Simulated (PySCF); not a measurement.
Method: B3LYP-D3(BJ)/def2-TZVP // PBE-D3(BJ)/def2-SVP run with PySCF. Gas-phase values, no solvent. One relaxed conformer stands for a flexible species; it need not be the lowest. B3LYP has the VWN-RPA correlation part, as in Gaussian. 

Reference species: [Nb(OH)4(NH2)] (neutral, multiplicity 1).

```
Item                                                             Value
------------------------------------------------------------  --------
charge on the central atom (Mulliken)                           1.87 e
coordination number                                                  5
mean distance from the central atom to its bonded neighbours   1.944 Å
HOMO                                                          -7.18 eV
```

After one change: the charge on the central atom (Mulliken) falls by 0.02 e; the coordination number stays essentially unchanged; the mean distance from the central atom to its bonded neighbours goes up by 0.076 Å; the HOMO increases by 0.98 eV.

Q: Which change was made? The new species is one of these.
A. [Nb(OH)(NH2)4]
B. [Nb(OH)3(NH2)2]
C. [Nb(NH2)5]
D. [Nb(OH)2(NH2)3]

A: C, [Nb(NH2)5]
